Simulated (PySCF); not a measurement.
**Vibration and rotation of GeO**

RHF-CCSD(T) constants of GeO, ¹Σ⁺ (singlet), closed shell (PySCF, spin-free X2C with a Gaussian nucleus, basis sets Ge x2c-SVPall, O x2c-SVPall; masses 73.9212 and 15.9949 u):

| Quantity | Value |
| --- | --- |
| ωe | 969.4 cm⁻¹ |
| ωexe | 4.56 cm⁻¹ |
| Be | 0.47773 cm⁻¹ |
| αe | 0.00306 cm⁻¹ |
| De to Ge + O | 6.26 eV |

**Question.** What force constant and bond length do these constants imply?

**Answer.** Reduced mass μred = 13.150 u; k = 5.8918×10⁻⁷·μred·ωe² (u, cm⁻¹, mdyn/Å) = 7.28 mdyn/Å; Re = √(16.8576/(μred·Be)) (u, cm⁻¹, Å) = 1.638 Å.

**Question.** Estimate the centrifugal constant D from the Kratzer relation and find the Dunham coefficient a1.

**Answer.** D = 4Be³/ωe² = 4.64e-07 cm⁻¹; a1 = −1 − αeωe/(6Be²) = -3.17.

Correlated steps freeze 10 core orbitals. Correlated levels converge slowly with the basis: in double zeta they bind strong bonds too weakly, by up to about 1 eV, and carry superposition errors of some tenths. Where the molecule has an RHF reference, its open-shell atoms are computed with UHF. The CCSD T1 diagnostic is raised, a sign that a single reference may not be enough here.
